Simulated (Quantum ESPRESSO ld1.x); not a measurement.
All-electron atom: the zirconium ion Zr1.8+ in [Kr] 4d1.2 5s1 (fractional occupations, a model configuration).

All-electron calculation, Dirac Kohn-Sham, relativistic LDA (MacDonald-Vosko exchange, VWN5 correlation), spin-unpolarised, spherical densities, point nucleus; open shells are shared between the two j in proportion to 2j + 1. Program: ld1.x of Quantum ESPRESSO 7.5.

Energy parts (eV):
total: -97697
kinetic: 100717
electron-nucleus: -235194
Hartree: 39650
exchange-correlation: -2870

Orbitals (lengths in bohr, moments of r in powers of bohr; r(max) is where P^2 peaks; r(90%) holds 90 % of the orbital's charge):
orbital  occ.  eigenvalue (eV)      <r^4>   <1/r>  r(90%)  r(max)
1s1/2       2         -17738.8  8.985e-06   41.11  0.0666   0.024
2s1/2       2         -2474.41   0.001690   9.314   0.252   0.137
2p1/2       2         -2270.19   0.001129   9.297   0.227   0.107
2p3/2       4         -2185.01   0.001250   8.897   0.233   0.111
3s1/2       2         -418.408    0.09187   3.152   0.681   0.408
3p1/2       2         -341.912    0.09708   3.051   0.692   0.398
3p3/2       4         -328.320     0.1060   2.954   0.707   0.405
3d3/2       4         -192.385     0.1200   2.754   0.726   0.345
3d5/2       6         -189.890     0.1236   2.729   0.731   0.347
4s1/2       2         -70.0080      4.151   1.128    1.76    1.07
4p1/2       2         -49.1692      6.597   1.009    1.98    1.15
4p3/2       4         -47.3332      7.211  0.9825    2.02    1.18
4d3/2    0.48         -18.0194      37.54  0.6773    3.07    1.54
4d5/2    0.72         -17.8526      38.65  0.6717    3.09    1.55
5s1/2       1         -16.1448      176.4  0.4135    4.50    2.83

The highest occupied level is 5s1/2 at -16.145 eV. Summed over all electrons, <r^2> = 37.06 bohr^2, which gives a Langevin (diamagnetic) susceptibility term of -29.4 x 10^-6 cm^3/mol.
